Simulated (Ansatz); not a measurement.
Ansatz (a quantum-chemistry and plane-wave program) input:
A basis named .json is the Basis Set Exchange file of that set.

Ansatz 0.2 input:
```yaml
crystal:
  periodic: [false, false, false]
  atoms:
    - {symbol: Nb, position_ang: [0.05753614, -0.01046906, -0.01038116]}
    - {symbol: F, position_ang: [1.86566141, -0.33946874, -0.33661845]}
    - {symbol: F, position_ang: [-0.93034698, -0.41776267, 1.54859233]}
    - {symbol: F, position_ang: [-1.19742350, 0.80492379, -1.16468193]}
basis:
  gaussian:
    orbitals: def2-TZVPPD.json
    fitting: {mean_field: def2-universal-jkfit, correlation: def2-TZVPPD-RIFIT.json}
total_charge: -1
magnetization: {spin_polarized: true, initial_magnetization: 1}
correlation: {method: mp2, electrons: outside_noble_gas}
```

Problem. What final total energy does it print?

Solution. -355.93050 Eh (RI-MP2/def2-TZVPPD). The basis has 176 functions.

This state (charge -1, doublet) is run at the relaxed geometry of the species with charge 0 and multiplicity 3.

The determinant is spin-contaminated: <S^2> is 1.15 against 0.75 for a pure state.
